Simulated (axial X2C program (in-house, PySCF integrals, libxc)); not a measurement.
Low determinants of PdP at the PBE0 level, two-component

Calculated with an in-house all-electron X2C program for linear molecules (integrals from PySCF). Two-component (2c) means X2C with spin–orbit coupling and atomic mean-field two-electron Coulomb and Gaunt terms. Basis: Pd dyall-cv3z [12s12p8d5f3g], P dyall-v3z [8s7p2d1f] (cores contracted in-house); Gaussian nuclei, density fitting, unrestricted open shells. Masses: Pd 105.903 u, P 30.974 u.

Search at 2.190 Å (vertical energies from the lowest determinant):

| ΔE (eV) | state | electrons beyond evenly filled partner blocks | electrons in ±ω = 1/2, 3/2, 5/2, 7/2 |
| --- | --- | --- | --- |
| 0.00 | Ω = 3/2 | ω = 3/2 | 40 17 4 0 |
| 0.25 | Ω = 1/2 | 2 × ω = -1/2, ω = 3/2 | 40 17 4 0 |
| 0.45 | Ω = 1/2 | ω = 1/2 | 41 16 4 0 |
| 0.95 | Ω = 5/2 | 2 × ω = 1/2, ω = 3/2 | 40 17 4 0 |
| 1.02 | Ω = 1/2 | ω = 1/2 | 39 18 4 0 |
| 1.22 | Ω = 7/2 | ω = -1/2, ω = 3/2, ω = 5/2 | 41 17 3 0 |
| 1.28 | Ω = 3/2 | ω = 1/2, ω = -3/2, ω = 5/2 | 41 17 3 0 |

Lowest determinant, Ω = 3/2 (⟨Sz⟩ = 1.49, ⟨Lz⟩ = 0.01 at PBE0): Re = 2.146 Å, ωe = 386.9 cm⁻¹.

The determinant in row 2 of the search, Ω = 1/2 (⟨Sz⟩ = 0.50, ⟨Lz⟩ = 0.00 at PBE0), was followed along the bond at PBE0; measured from the minimum of the lowest determinant it gives:

Te = 0.253 eV (2037 cm⁻¹), Re = 2.156 Å, ωe = 382.0 cm⁻¹.

Q: Compare the bond of the determinant in row 2 with that of the lowest one.

A: At PBE0 its Re is 0.010 Å longer and its force constant, which goes as ωe², is 0.97 times that of the lowest determinant. This determinant mixes spin states, so it has no term energy of its own.

The search compares states at one distance, so a state with another bond length can lie lower; it is not exhaustive and yields mostly the lowest determinant of each block pattern, so other components and higher states of one pattern are missing. These are energies of single determinants, not of spin-adapted states; PBE0 term energies can be off by some tenths of an eV, and the functional has no current term. The lowest determinant need not be the ground state where others lie within half an eV.
